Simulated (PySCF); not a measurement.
Question: Write Cartesian coordinates for InChI=1S/C2H5ClOSi2/c1-2-6(3)4-5/h1,6H,5H3/t6-/m1/s1 as optimised with PBE0-D3(BJ)/def2-SVP.

Answer: 
```xyz
11
C2H5ClOSi2 angstrom
C     -3.250    2.855    0.172
C     -2.351    3.461    0.724
Si    -0.994    4.352    1.559
Cl    -0.651    6.087    0.502
O      0.366    3.439    1.567
Si     1.493    2.687    0.592
H     -4.048    2.325   -0.319
H     -1.349    4.701    2.950
H      0.896    1.461   -0.013
H      2.653    2.317    1.448
H      1.928    3.617   -0.489
```

Any rigid rotation of these coordinates is as good. Atoms count from 1 in this order. O5 (siloxane oxygen) is bent (angle 144.0°). Si6 (oxygen-bound silicon) is tetrahedral (angles from 107.6° to 110.1°). Si3 (chlorine-bound silicon) is tetrahedral (angles from 107.5° to 111.5°). The O–Si distances run from 1.638 Å (Si3–O5, drawn single) to 1.669 Å (O5–Si6, drawn single), a spread of 0.031 Å.

Bonds between heavy atoms (Å): C1≡C2 1.217, C2–Si3 1.826, Si3–Cl4 2.060, Si3–O5 1.638, O5–Si6 1.669.

Level of theory: PBE0-D3(BJ)/def2-SVP geometry optimisation, gas phase (PySCF 2.14.0).

Point group: C1 (no symmetry element, even within 0.4 Å). No PBE0-D3(BJ)/def2-SVP frequencies stand behind this structure, so it isn't proved a minimum. The numbers are those of one conformer (C2–Si3–O5–Si6 61°).
